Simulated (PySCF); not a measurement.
def2 core potentials replace the inner electrons of Sn.

Excitations are Tamm–Dancoff values on a coarser integration grid. The basis has no diffuse functions, so Rydberg states are missing or too high.

Cartesian coordinates (Å):
```xyz
26

C     -2.0228    -1.8413    -1.1840
O     -0.7301    -1.3256    -1.3299
Sn    -0.0349     0.0550    -0.0815
O     -0.7152    -0.2946     1.7415
C     -1.9960     0.1027     2.1498
O     -0.9670     1.7402    -0.5724
C     -1.2827     2.0422    -1.9021
C      2.1130     0.0118    -0.0521
C      2.6304     1.0298     0.9554
C      2.5724    -1.4134     0.2297
H     -2.1867    -2.3178    -0.1984
H     -2.1856    -2.6142    -1.9547
H     -2.8113    -1.0743    -1.3170
H     -1.9975     0.2274     3.2465
H     -2.3152     1.0607     1.7009
H     -2.7639    -0.6559     1.9025
H     -2.1048     2.7786    -1.9155
H     -0.4294     2.4938    -2.4456
H     -1.6149     1.1614    -2.4837
H      2.4118     0.3046    -1.0722
H      2.3166     2.0557     0.7092
H      2.2747     0.8050     1.9731
H      3.7336     1.0146     0.9785
H      2.2516    -1.7499     1.2283
H      2.1798    -2.1277    -0.5094
H      3.6743    -1.4690     0.2029
```
Charge 0, multiplicity 1.

### Question
Give the LUMO, S1 oscillator strength, HOMO–LUMO gap, S1–T1 gap (TDA) and brightest of the four lowest singlets (TDA) at the level PySCF with CAM-B3LYP-D3(BJ)/def2-SVP // PBE0-D3(BJ)/def2-SVP.

### Answer

The LUMO is 0.55 eV and the S1 oscillator strength is 0.021. The HOMO–LUMO gap is 9.19 eV and the S1–T1 gap (TDA) is 0.72 eV. The brightest of the four lowest singlets (TDA) is 6.52 eV.
